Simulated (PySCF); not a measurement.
## Atomic charges by several schemes

Species: C5H14AlN.
Cartesian coordinates in Å at the PBE0-D3(BJ)/def2-SVP level; atoms count from 1:
```
atom  x, y, z in Å
C1    -1.4600    1.3196    0.9361
N2    -0.8620    0.0227    0.5987
Al3   -2.2584   -1.2080   -0.3048
C4     0.3497    0.1647   -0.2117
C5     1.2310   -1.0726   -0.4251
C6     2.4560   -0.1410   -0.3479
C7     1.5735    0.9049    0.3616
H8    -1.7771    1.8142    0.0071
H9    -0.7471    1.9721    1.4650
H10   -2.3493    1.1598    1.5598
H11   -0.6054   -0.4541    1.4672
H12   -1.4592   -2.5977   -0.4073
H13   -3.4231   -1.1261    0.8036
H14   -2.4755   -0.3752   -1.6661
H15    0.0407    0.5970   -1.1772
H16    1.1786   -1.7482    0.4438
H17    1.0631   -1.6700   -1.3310
H18    2.7724    0.2023   -1.3440
H19    3.3414   -0.5069    0.1904
H20    1.6242    0.7915    1.4576
H21    1.7071    1.9674    0.1109
```

Density: PBE0/pcSseg-1 (PySCF); schemes: Mulliken, IAO, Hirshfeld and ESP-fitted. The structure is a single PBE0-D3(BJ)/def2-SVP conformer in the gas phase; no vibrational or solvent corrections.

For which atoms does the sign change between the 4 schemes (beyond +0.03 e in one, beyond −0.03 e in another)?

C4. Atomic charges aren't observables, and each scheme defines them in its own way.

Do the Mulliken, IAO, Hirshfeld and ESP-fitted schemes agree on where the charge is lowest?

The schemes don't all agree: Mulliken N2 (-0.611); IAO N2 (-0.318); Hirshfeld H13 (-0.203); ESP-fitted N2 (-0.504).

Give the atomic charges in each scheme.

In e:

| atom | environment | Mulliken | IAO | Hirshfeld | ESP-fitted |
| --- | --- | --- | --- | --- | --- |
| C1 | N-methyl carbon | -0.112 | -0.306 | -0.048 | -0.223 |
| N2 | nitrogen bonded to Al, 2 C and H | -0.611 | -0.318 | -0.069 | -0.504 |
| Al3 | aluminium bonded to N and 3 H | +0.619 | +0.396 | +0.279 | +0.661 |
| C4 | sp3 carbon bound to nitrogen | -0.126 | -0.013 | +0.032 | +0.267 |
| C5 | four-membered-ring carbon | -0.161 | -0.258 | -0.065 | -0.141 |
| C6 | four-membered-ring carbon | -0.224 | -0.257 | -0.065 | -0.173 |
| C7 | four-membered-ring carbon | -0.174 | -0.274 | -0.074 | -0.156 |
| H8 | methyl hydrogen | +0.147 | +0.161 | +0.059 | +0.133 |
| H9 | methyl hydrogen | +0.130 | +0.140 | +0.048 | +0.094 |
| H10 | methyl hydrogen | +0.155 | +0.168 | +0.059 | +0.139 |
| H11 | N–H hydrogen | +0.232 | +0.267 | +0.136 | +0.347 |
| H12 | Al–H hydrogen | -0.269 | -0.227 | -0.198 | -0.324 |
| H13 | Al–H hydrogen | -0.280 | -0.228 | -0.203 | -0.314 |
| H14 | Al–H hydrogen | -0.275 | -0.229 | -0.201 | -0.308 |
| H15 | methine hydrogen | +0.151 | +0.148 | +0.050 | +0.070 |
| H16 | methylene hydrogen | +0.121 | +0.137 | +0.044 | +0.071 |
| H17 | methylene hydrogen | +0.162 | +0.151 | +0.049 | +0.069 |
| H18 | methylene hydrogen | +0.130 | +0.139 | +0.044 | +0.080 |
| H19 | methylene hydrogen | +0.132 | +0.139 | +0.043 | +0.077 |
| H20 | methylene hydrogen | +0.113 | +0.129 | +0.039 | +0.080 |
| H21 | methylene hydrogen | +0.138 | +0.136 | +0.041 | +0.055 |

Mean size of the charges over all atoms: Mulliken 0.212 e, ESP-fitted 0.204 e, IAO 0.201 e, Hirshfeld 0.088 e. Each set sums to the total charge, 0, to within 0.001 e. The Hirshfeld scheme divides the density at each point in proportion to the densities of the neutral, spherically averaged free atoms. The Mulliken scheme counts on each atom the diagonal of the density matrix times the overlap matrix over that atom's basis functions.

Sum the charges by element, for elements with more than one atom.

```json
{"element": "C", "atoms": "5", "Mulliken": "-0.796", "IAO": "-1.108", "Hirshfeld": "-0.219", "ESP-fitted": "-0.425"}
{"element": "H", "atoms": "14", "Mulliken": "+0.788", "IAO": "+1.030", "Hirshfeld": "+0.008", "ESP-fitted": "+0.268"}
```

How many electrons does the ESP-fitted scheme count on C1?

Z − q = 6 − (-0.223) = 6.223.

How closely do the schemes follow one another over all atoms?

Correlation coefficient and root-mean-square difference: Mulliken with IAO 0.92, 0.101 e; Mulliken with ESP-fitted 0.91, 0.106 e; Hirshfeld with ESP-fitted 0.91, 0.162 e; IAO with ESP-fitted 0.89, 0.118 e; IAO with Hirshfeld 0.87, 0.133 e; Mulliken with Hirshfeld 0.86, 0.168 e.
